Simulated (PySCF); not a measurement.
C5H6N2Si.
SMILES: `CC#C/C=N/[SiH2]C#N`

Torsions of this conformer, `[CH3:1][C:2]#[C:3]/[CH:4]=[N:5]/[SiH2:6][C:7]#[N:8]`: C4–N5–Si6–C7 -117°.

The closed-shell ground state was solved at several levels (PySCF, density fitting, gas phase, non-relativistic). One conformer (not necessarily the lowest) at the PBE0-D3(BJ)/def2-SVP geometry, without solvent, vibrations or thermal averaging.

| level | basis functions | HOMO (eV) | LUMO (eV) | gap (eV) | dipole (D) |
| --- | --- | --- | --- | --- | --- |
| B3LYP/def2-SVPD | 212 | -7.61 | -2.35 | 5.26 | 5.84 |
| wB97X-D/pcSseg-1 | 173 | -9.79 | -0.39 | 9.40 | 5.81 |

(1) Estimate the row for PBE0/pcSseg-1, a basis of 173 functions; the other rows only guide the guess.

(2) Over all these levels, which gives the widest orbital gap and which the narrowest?

(3) How far do the dipole and the HOMO energy spread over the levels?

## Answers

(1) HOMO -7.85 eV, LUMO -2.13 eV, gap 5.72 eV, dipole 5.82 D.

(2) wB97X-D/pcSseg-1 (range-separated hybrid) has the widest, 9.40 eV, and B3LYP/def2-SVPD (global hybrid, 20 % exact exchange) the narrowest, 5.26 eV. Functional and basis both differ between the two, so the spread mixes both effects.

(3) The dipole runs from 5.81 to 5.84 D (mean 5.82 D) and the HOMO from -9.79 to -7.61 eV.
